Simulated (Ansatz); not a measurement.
`[SnH3][GeH]1[CH2][O]1` + H₂O → `[OH][GeH]1[CH2][O]1` + `[SnH4]` at 298.15 K and 1 bar (formal hydrolysis of a Ge–Sn bond).

Calculated with Ansatz (gas phase, PBE0-D4/def2-TZVP geometries, no zero-point term in ΔE). CCSD(T)/CBS is the MP2 limit (def2-TZVPP, def2-QZVPP) plus CCSD(T) − MP2 in def2-TZVPP, frozen cores. This one scheme is used for every species. def2 core potentials past Kr. For Ge, Sn outer-core shells are correlated without core-valence functions, which leaves a few kJ/mol of doubt a bond. Scalar relativity is left out up to krypton. Each species was taken in one conformer, which may not be the lowest.

```tsv
species	CCSD(T)/CBS energy (Eh)	H − E (kJ/mol)	S (J/(mol·K))
`[SnH3][GeH]1[CH2][O]1`	-2406.91941	174.9	371.1
H₂O	-76.37941	66.4	188.7
`[OH][GeH]1[CH2][O]1`	-2266.89182	151.8	312.4
`[SnH4]`	-216.39156	79.6	228.5
```

H − E and S are ideal-gas, rigid-rotor, harmonic terms from PBE0-D4/def2-TZVP, for one conformer and one mirror image of each species. 1 Eh = 2625.50 kJ/mol, R = 8.31446 J/(mol·K).

Q: By hand: ΔE, ΔH, ΔS and ΔG.

A: ΔE = (-2266.89182) + (-216.39156) − (-2406.91941) − (-76.37941) = 0.01544 Eh = 40.5 kJ/mol. Δ(H − E) = 151.8 + 79.6 − 174.9 − 66.4 = -9.9, so ΔH = 30.6 kJ/mol. ΔS = 312.4 + 228.5 − 371.1 − 188.7 = -18.9 J/(mol·K). ΔG = 30.6 − 298.15 × (-18.9)/1000 = 36.2 kJ/mol.

Q: By hand: the equilibrium constant, and the temperature at which ΔG would vanish if ΔH and ΔS stayed fixed.

A: log₁₀ K = −ΔG/(RT ln 10) = -6.3. ΔH and −TΔS have one sign here, so there is no such temperature.

ΔH outweighs TΔS. A doubt of 5 kJ/mol in ΔE shifts log₁₀ K by 0.9 here. Other conformers and mirror images would add mixing entropy, several J/(mol·K) or more a flexible species. Modes under 60 cm⁻¹, often nearly free rotors, make the harmonic entropy too high. These are equilibria of isolated gas molecules and say nothing of rates. Largest T1 diagnostic: 0.015 (customary marks: 0.02 for closed shells, 0.045 for open ones).
